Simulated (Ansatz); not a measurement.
One change: `[SiH3][O][GaH][Br]` becomes `[SiH3][O][GaH][SH]`.

Ansatz, PBE0-D4/def2-TZVP geometries, multiplicity 1. Each molecule was computed in one conformer, which needn't be the lowest.

Scalar relativity is left out up to krypton.

| property | `[SiH3][O][GaH][Br]` |
| --- | --- |
| HOMO energy (PBE0/def2-TZVPP) / eV | -8.57 |
| size of the dipole moment (ωB97M-V/def2-TZVPP) / D | 1.39 |
| HOMO energy (PBE/def2-TZVPP) / eV | -7.25 |
| HOMO–LUMO gap (PBE0/def2-TZVPP) / eV | 7.11 |
| LUMO energy (ωB97M-V/def2-TZVPP) / eV | 0.24 |
| LUMO energy (PBE/def2-TZVPP) / eV | -2.24 |

(1) Give the same properties after the change, and the shifts. (Estimate.)

Answers

(1) Computed: 
```csv
property,`[SiH3][O][GaH][SH]`,shift
HOMO energy (PBE0/def2-TZVPP) / eV,-7.88,0.69
size of the dipole moment (ωB97M-V/def2-TZVPP) / D,0.45,-0.94
HOMO energy (PBE/def2-TZVPP) / eV,-6.66,0.59
HOMO–LUMO gap (PBE0/def2-TZVPP) / eV,6.79,-0.32
LUMO energy (ωB97M-V/def2-TZVPP) / eV,0.59,0.35
LUMO energy (PBE/def2-TZVPP) / eV,-1.88,0.36
```

With PBE0 the HOMO rises by 0.69 eV and the LUMO rises by 0.36 eV, so the gap narrows by about 0.33 eV. PBE moves the HOMO by 0.59 eV and ωB97M-V by 0.73 eV. The zero-point energy changes by 22.8 kJ/mol with +3 modes. Dipoles are sizes alone; their direction can turn.

Spin–orbit coupling is left out; it splits and shifts lone-pair levels of the heavy atoms by tenths of an eV.
